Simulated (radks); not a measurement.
The numbers below are computed, except where a source is named.
Initial-state core-level shifts of neutral thallium when its valence configuration changes from [Hg] 6p1. Level of theory: non-relativistic Kohn-Sham, PBE, spin-unpolarised, spherical densities, point nucleus; relativity is left out, which matters for an element this heavy (a radial shooting solver on a logarithmic mesh with Libxc functionals). Shifts are changes of the shell-averaged eigenvalues in eV (positive: less bound); the change of the density at the nucleus, which sets a Mossbauer isomer shift, is in e/bohr^3, on a base of 3.818e+05.

valence,2s,2p,3d,5s,density at nucleus
[Xe] 4f14 5d9 6s2 6p2,-6.320,-6.316,-6.264,-5.651,+10.63
[Xe] 4f13 5d10 6s2 6p2,-22.523,-22.150,-24.144,-9.125,+38.07
[Xe] 4f14 5d7 6s2 6p4,-19.174,-19.165,-18.948,-16.623,+32.90
[Xe] 4f12 5d9 6s2 6p4,-52.741,-51.971,-55.923,-23.991,+89.78
[Xe] 4f13.5 5d10 6s2 6p1.5,-11.149,-10.965,-11.954,-4.555,+18.81
[Xe] 4f14 5d10 6s1 6p2,-1.397,-1.396,-1.405,-1.414,-19.02
[Xe] 4f14 5d9.5 6s1.5 6p2,-3.825,-3.823,-3.804,-3.519,-4.90
[Xe] 4f13.5 5d9 6s2 6p2.5,-17.579,-17.392,-18.317,-10.205,+29.75
[Xe] 4f14 5d8.5 6s1.5 6p3,-10.100,-10.094,-10.013,-9.027,+4.11
